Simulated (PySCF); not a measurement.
**Ionisation energy of Pt²⁺ by level of theory**

Pt²⁺ [Xe] 4f14 5d8 (3F) → Pt³⁺ [Xe] 4f14 5d7 (4F), as a difference of total energies. All numbers are calculated (PySCF 2.14, a scalar-relativistic core potential, in def2-SVPD with the def2 core potential (60 electrons) (6s4p2d1f, 35 functions)). Correlated levels: valence: 5s2 5p6 frozen; valence and next inner shell: nothing frozen outside the core potential. The calculations carry no spin-orbit coupling.

```json
{"method": "UHF", "ionisation energy (eV)": "29.607"}
{"method": "LDA", "ionisation energy (eV)": "31.640"}
{"method": "PBE", "ionisation energy (eV)": "31.427"}
{"method": "PBE0", "ionisation energy (eV)": "31.294"}
{"method": "r2SCAN", "ionisation energy (eV)": "31.248"}
{"method": "TPSSh", "ionisation energy (eV)": "31.118"}
{"method": "wB97M-V", "ionisation energy (eV)": "31.232"}
{"method": "MN15", "ionisation energy (eV)": "31.452"}
{"method": "r2SCAN0", "ionisation energy (eV)": "31.193"}
{"method": "MP2 (valence)", "ionisation energy (eV)": "30.563"}
{"method": "SCS-MP2 (valence)", "ionisation energy (eV)": "30.560"}
{"method": "MP2 (valence and next inner shell)", "ionisation energy (eV)": "30.481"}
{"method": "SCS-MP2 (valence and next inner shell)", "ionisation energy (eV)": "30.417"}
```

How much does correlation contribute at MP2 (valence and next inner shell)?

30.481 − (29.607) = 0.874 eV, measured against UHF.

The reference lies between the lowest fine-structure levels, while these numbers refer to the centres of the terms.

Errors of the correlated levels include the incompleteness of this basis and the frozen core.

For comparison: 29 ± 1.6 eV (theoretical estimate listed by NIST; NIST Atomic Spectra Database, ionization energies).
